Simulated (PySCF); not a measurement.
Cl2OTa, doublet, at a GFN2-xTB geometry (such geometries of metal compounds can be far from the true shape) (the multiplicity is a formal guess) (core potentials on Ta); DF-HF/def2-TZVP (PySCF).

The PySCF input:
```python
from pyscf import gto, scf

mol = gto.M(
    atom='''
Ta   -0.165742   -0.147869   -0.030046
O    -1.421975   -1.268636   -0.257780
Cl   -0.337427    1.938970   -0.715802
Cl    1.718306   -0.706999    0.966132
''',
    basis='def2-tzvp',
    ecp={'Ta': 'def2-tzvp'},
    charge=0,
    spin=1,
    verbose=4,
)

mf = scf.UHF(mol)
mf.DIIS = scf.EDIIS
mf = mf.density_fit(auxbasis='def2-universal-jkfit')
mf.kernel()
mf.analyze()
```

Problem. Predict the main parts of the log of this PySCF run.

Solution. 
```
PySCF version 2.14.0

[INPUT] verbose = 4
[INPUT] num. atoms = 4
[INPUT] num. electrons = 55
[INPUT] charge = 0
[INPUT] spin (= nelec alpha-beta = 2S) = 1
[INPUT] symmetry False subgroup None
[INPUT] Mole.unit = angstrom
[INPUT] Symbol           X                Y                Z      unit          X                Y                Z       unit  Magmom
[...]
nuclear repulsion = 221.468002508854
number of shells = 51
number of NR pGTOs = 234
number of NR cGTOs = 145
basis = def2-tzvp
ecp = {'Ta': 'def2-tzvp'}

******** <class 'pyscf.df.df_jk.DFUHF'> ********
method = DFUHF
initial guess = minao
damping factor = 0
level_shift factor = 0
DIIS = <class 'pyscf.scf.diis.EDIIS'>
diis_start_cycle = 1
diis_space = 8
diis_damp = 0
SCF conv_tol = 1e-09
SCF conv_tol_grad = None
SCF max_cycles = 50
direct_scf = False
number electrons alpha = 28  beta = 27
Set gradient conv threshold to 3.16228e-05
******** <class 'pyscf.df.df.DF'> ********
auxbasis = def2-universal-jkfit
init E= -1030.3986410304

cycle= 1 E= -1050.32438174787  delta_E= -19.9  |g|= 0.764  |ddm|= 5.02
cycle= 2 E= -1050.26062366536  delta_E= 0.0638  |g|= 0.761  |ddm|=  0.7
cycle= 3 E= -1050.47554402332  delta_E= -0.215  |g|= 0.112  |ddm|= 0.409
cycle= 4 E= -1050.47554402791  delta_E= -4.6e-09  |g|= 0.112  |ddm|= 2.97e-08
cycle= 5 E= -1050.47554402634  delta_E= 1.57e-09  |g|= 0.112  |ddm|= 1.02e-08
cycle= 6 E= -1050.47554402972  delta_E= -3.37e-09  |g|= 0.112  |ddm|= 2.18e-08
cycle= 7 E= -1050.47554402631  delta_E= 3.41e-09  |g|= 0.112  |ddm|= 2.19e-08
cycle= 8 E= -1050.47554402636  delta_E= -4.43e-11  |g|= 0.112  |ddm|= 2.59e-10
cycle= 9 E= -1050.47554402627  delta_E= 8.53e-11  |g|= 0.112  |ddm|= 5.64e-10
cycle= 10 E= -1050.46484555871  delta_E= 0.0107  |g|= 0.222  |ddm|= 0.0948
cycle= 11 E= -1050.47614857178  delta_E= -0.0113  |g|= 0.131  |ddm|= 0.168
cycle= 12 E= -1050.48285708701  delta_E= -0.00671  |g|= 0.0298  |ddm|= 0.069
cycle= 13 E= -1050.48285708691  delta_E= 9.71e-11  |g|= 0.0298  |ddm|= 2.49e-09
cycle= 14 E= -1050.48285708665  delta_E= 2.59e-10  |g|= 0.0298  |ddm|= 6.4e-09
cycle= 15 E= -1050.48285708685  delta_E= -2.01e-10  |g|= 0.0298  |ddm|= 5.14e-09
cycle= 16 E= -1050.48285708696  delta_E= -1.08e-10  |g|= 0.0298  |ddm|= 2.46e-09
cycle= 17 E= -1050.48285708505  delta_E= 1.91e-09  |g|= 0.0298  |ddm|= 4.75e-08
cycle= 18 E= -1050.48285708693  delta_E= -1.88e-09  |g|= 0.0298  |ddm|= 4.69e-08
cycle= 19 E= -1050.4827787879  delta_E= 7.83e-05  |g|= 0.0421  |ddm|= 0.0379
cycle= 20 E= -1050.48345273662  delta_E= -0.000674  |g|= 0.0106  |ddm|= 0.0245
cycle= 21 E= -1050.4834527364  delta_E= 2.27e-10  |g|= 0.0106  |ddm|= 2.69e-08
cycle= 22 E= -1050.48345273663  delta_E= -2.36e-10  |g|= 0.0106  |ddm|= 2.71e-08
cycle= 23 E= -1050.48353675457  delta_E= -8.4e-05  |g|= 0.0104  |ddm|= 0.011
cycle= 24 E= -1050.48353675487  delta_E= -2.97e-10  |g|= 0.0104  |ddm|= 2.03e-08
cycle= 25 E= -1050.48353675455  delta_E= 3.17e-10  |g|= 0.0104  |ddm|= 2.16e-08
cycle= 26 E= -1050.48359669132  delta_E= -5.99e-05  |g|= 0.00678  |ddm|= 0.00581
cycle= 27 E= -1050.48359669148  delta_E= -1.59e-10  |g|= 0.00678  |ddm|= 1.59e-08
cycle= 28 E= -1050.4836388369  delta_E= -4.21e-05  |g|= 0.00667  |ddm|= 0.00865
cycle= 29 E= -1050.48366382279  delta_E= -2.5e-05  |g|= 0.00746  |ddm|= 0.00771
cycle= 30 E= -1050.48369097381  delta_E= -2.72e-05  |g|= 0.00312  |ddm|= 0.00439
cycle= 31 E= -1050.48369154682  delta_E= -5.73e-07  |g|= 0.00286  |ddm|= 0.000742
cycle= 32 E= -1050.48369048764  delta_E= 1.06e-06  |g|= 0.00425  |ddm|= 0.00176
cycle= 33 E= -1050.48370780761  delta_E= -1.73e-05  |g|= 0.00256  |ddm|= 0.00328
cycle= 34 E= -1050.48370781358  delta_E= -5.97e-09  |g|= 0.00257  |ddm|= 3.6e-06
cycle= 35 E= -1050.48370780309  delta_E= 1.05e-08  |g|= 0.00256  |ddm|= 6.16e-06
cycle= 36 E= -1050.48372037003  delta_E= -1.26e-05  |g|= 0.00222  |ddm|= 0.00288
cycle= 37 E= -1050.48372038406  delta_E= -1.4e-08  |g|= 0.00222  |ddm|= 3.15e-06
cycle= 38 E= -1050.48372036907  delta_E= 1.5e-08  |g|= 0.00222  |ddm|= 3.37e-06
[...]
SCF not converged.
Total Energy =                       -1050.483746980929254
[...]
spin_pop of  0 Ta 5f+0      0.00130
spin_pop of  0 Ta 5f+1      0.00150
spin_pop of  0 Ta 5f+2      0.00254
spin_pop of  0 Ta 5f+3      0.00666
spin_pop of  1 O 1s        0.00000
spin_pop of  1 O 2s        0.00657
spin_pop of  1 O 3s        0.01028
spin_pop of  1 O 4s        0.00037
spin_pop of  1 O 5s        0.00009
spin_pop of  1 O 2px      -0.01983
spin_pop of  1 O 2py      -0.01665
spin_pop of  1 O 2pz      -0.05460
spin_pop of  1 O 3px       0.00133
spin_pop of  1 O 3py       0.00116
spin_pop of  1 O 3pz       0.00480
spin_pop of  1 O 4px       0.00077
spin_pop of  1 O 4py       0.00064
spin_pop of  1 O 4pz       0.00012
spin_pop of  1 O 3dxy      0.00003
spin_pop of  1 O 3dyz      0.00120
spin_pop of  1 O 3dz^2     0.00046
spin_pop of  1 O 3dxz      0.00150
spin_pop of  1 O 3dx2-y2    0.00092
spin_pop of  1 O 4dxy      0.00013
spin_pop of  1 O 4dyz      0.00044
spin_pop of  1 O 4dz^2     0.00013
spin_pop of  1 O 4dxz      0.00052
spin_pop of  1 O 4dx2-y2    0.00029
spin_pop of  1 O 4f-3      0.00005
spin_pop of  1 O 4f-2      0.00003
spin_pop of  1 O 4f-1      0.00002
spin_pop of  1 O 4f+0      0.00003
spin_pop of  1 O 4f+1      0.00001
spin_pop of  1 O 4f+2      0.00009
spin_pop of  1 O 4f+3      0.00002
spin_pop of  2 Cl 1s        0.00000
spin_pop of  2 Cl 2s        0.00000
spin_pop of  2 Cl 3s        0.00597
spin_pop of  2 Cl 4s        0.00586
spin_pop of  2 Cl 5s        0.00009
spin_pop of  2 Cl 2px      -0.00000
spin_pop of  2 Cl 2py      -0.00000
spin_pop of  2 Cl 2pz      -0.00000
spin_pop of  2 Cl 3px      -0.00263
spin_pop of  2 Cl 3py      -0.00734
spin_pop of  2 Cl 3pz      -0.01020
spin_pop of  2 Cl 4px       0.00020
spin_pop of  2 Cl 4py      -0.00008
spin_pop of  2 Cl 4pz       0.00050
spin_pop of  2 Cl 5px       0.00003
spin_pop of  2 Cl 5py       0.00268
spin_pop of  2 Cl 5pz       0.00027
spin_pop of  2 Cl 6px       0.00003
spin_pop of  2 Cl 6py       0.00031
spin_pop of  2 Cl 6pz       0.00006
spin_pop of  2 Cl 3dxy      0.00086
spin_pop of  2 Cl 3dyz      0.00270
spin_pop of  2 Cl 3dz^2     0.00306
spin_pop of  2 Cl 3dxz      0.00047
spin_pop of  2 Cl 3dx2-y2    0.00344
spin_pop of  2 Cl 4dxy      0.00043
spin_pop of  2 Cl 4dyz      0.00042
spin_pop of  2 Cl 4dz^2     0.00074
spin_pop of  2 Cl 4dxz      0.00018
spin_pop of  2 Cl 4dx2-y2    0.00025
spin_pop of  2 Cl 4f-3      0.00016
spin_pop of  2 Cl 4f-2      0.00009
spin_pop of  2 Cl 4f-1      0.00045
spin_pop of  2 Cl 4f+0      0.00022
spin_pop of  2 Cl 4f+1      0.00004
spin_pop of  2 Cl 4f+2      0.00015
spin_pop of  2 Cl 4f+3      0.00017
spin_pop of  3 Cl 1s        0.00000
spin_pop of  3 Cl 2s        0.00000
spin_pop of  3 Cl 3s        0.00596
spin_pop of  3 Cl 4s        0.00614
spin_pop of  3 Cl 5s        0.00009
spin_pop of  3 Cl 2px      -0.00000
spin_pop of  3 Cl 2py      -0.00000
spin_pop of  3 Cl 2pz      -0.00000
spin_pop of  3 Cl 3px      -0.00794
spin_pop of  3 Cl 3py      -0.00137
spin_pop of  3 Cl 3pz      -0.01095
spin_pop of  3 Cl 4px       0.00003
spin_pop of  3 Cl 4py       0.00008
spin_pop of  3 Cl 4pz       0.00050
spin_pop of  3 Cl 5px       0.00213
spin_pop of  3 Cl 5py       0.00018
spin_pop of  3 Cl 5pz       0.00059
spin_pop of  3 Cl 6px       0.00024
spin_pop of  3 Cl 6py       0.00005
spin_pop of  3 Cl 6pz       0.00010
spin_pop of  3 Cl 3dxy      0.00049
spin_pop of  3 Cl 3dyz      0.00043
spin_pop of  3 Cl 3dz^2     0.00240
spin_pop of  3 Cl 3dxz      0.00475
spin_pop of  3 Cl 3dx2-y2    0.00216
spin_pop of  3 Cl 4dxy      0.00025
spin_pop of  3 Cl 4dyz      0.00010
spin_pop of  3 Cl 4dz^2     0.00068
spin_pop of  3 Cl 4dxz      0.00072
spin_pop of  3 Cl 4dx2-y2    0.00019
spin_pop of  3 Cl 4f-3      0.00008
spin_pop of  3 Cl 4f-2      0.00008
spin_pop of  3 Cl 4f-1      0.00003
spin_pop of  3 Cl 4f+0      0.00048
spin_pop of  3 Cl 4f+1      0.00016
spin_pop of  3 Cl 4f+2      0.00028
spin_pop of  3 Cl 4f+3      0.00012
In total            28.00000 | 27.00000
Dipole moment(X, Y, Z, Debye):  1.64606,  1.46855,  0.29840
```

The run did not converge; its last values are not results.
